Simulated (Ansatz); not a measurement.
A nudged elastic band was laid between two geometries of Cl2GeH2 + H2N (8 atoms, charge 0, multiplicity 2).

Level of theory: UKS PBE0-D4/def2-SVP in Ansatz.

```yaml
movable_images: 7
climbing_image: yes
spring: 5.0 eV/Å²
optimiser: quadratic models (default)
start_path: through a guess of the saddle point
force_threshold: 0.05 eV/Å
iteration_limit: 60
end_points: relaxed
```

Image 0:

```xyz
8
Properties=species:S:1:pos:R:3
Ge 0.401 -0.071 0.074
H 1.637 -0.276 0.941
H 0.668 -0.034 -1.438
Cl -0.561 1.808 0.531
Cl -1.025 -1.661 0.370
N -0.235 -0.018 3.061
H -1.032 -0.627 3.300
H -0.482 0.879 3.506
```

Image 8:

```xyz
8
Properties=species:S:1:pos:R:3
Ge 0.286 0.178 0.099
H 0.600 -0.931 2.876
H 0.581 0.371 -1.455
Cl -1.335 1.635 0.402
Cl -0.674 -1.801 0.102
N 0.182 -0.063 2.546
H -0.825 -0.108 2.696
H 0.556 0.720 3.080
```

Task: What changes between the two ends?

Result: Bonds broken: Ge1–H2. Bonds formed: H2–N6. Cl2GeH2 + H2N becomes Cl2GeH + H3N.

Task: Give the energies along the band, and the barrier.

Result: The run converged. The highest image is number 3 of 0 to 8, 2.5 kcal/mol above the first end and 37.7 kcal/mol above the last; the last end lies 35.2 kcal/mol below the first. A structure lower than the last end lies on the path between it and the top, so the climb from that side starts below the end, which may itself be a saddle point or a shallow side well. A vibrational analysis at the climbing image gives one clearly imaginary mode, 182i cm⁻¹: a first-order saddle point.

| image | path coordinate (Å) | energy (kcal/mol) | Ge1–H2 (Å) | H2–N6 (Å) |
| --- | --- | --- | --- | --- |
| 0 | 0.00 | 0.0 | 1.52 | 2.84 |
| 1 | 0.63 | 1.2 | 1.52 | 2.60 |
| 2 | 1.26 | 2.0 | 1.53 | 2.30 |
| 3 | 1.89 | 2.5 | 1.56 | 1.80 |
| 4 | 2.68 | -25.0 | 2.35 | 1.03 |
| 5 | 3.46 | -28.2 | 2.83 | 1.02 |
| 6 | 4.24 | -35.3 | 3.11 | 1.02 |
| 7 | 5.03 | -35.2 | 3.07 | 1.02 |
| 8 | 5.81 | -35.2 | 3.01 | 1.02 |

Task: What is the geometry of the highest image?

Result: 
```xyz
8
Properties=species:S:1:pos:R:3:forces:R:3
Ge 0.207 -0.050 0.125 -0.01 0.00 0.00
H 0.712 -0.211 1.597 0.00 0.01 0.00
H 1.217 -0.112 -1.027 0.00 0.00 0.00
Cl -0.793 1.863 0.026 0.01 -0.01 0.00
Cl -1.282 -1.574 -0.214 0.00 0.00 0.00
N 0.190 -0.064 3.317 0.00 0.00 0.01
H -0.614 -0.712 3.281 0.00 0.00 0.00
H -0.267 0.859 3.240 0.00 0.00 0.00
```

The run took 5.4 min on 4 threads of Arm Neoverse V1 (shared host), peak memory 0.39 GiB.
